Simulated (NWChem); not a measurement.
silylarsine (SiAsH5); SMILES [AsH2][SiH3]

Computed with NWChem. Geometry: optimised at B3LYP/6-31G* (spherical d).

**Question.** Predict the results for B3LYP/def2-SVP. Quantities: highest occupied level (eV); orbital gap (eV); dipole (D).

**Answer.** The highest occupied level (eV) comes out as -7.29, the orbital gap (eV) comes out as 7.49 and the dipole (D) is 0.38.
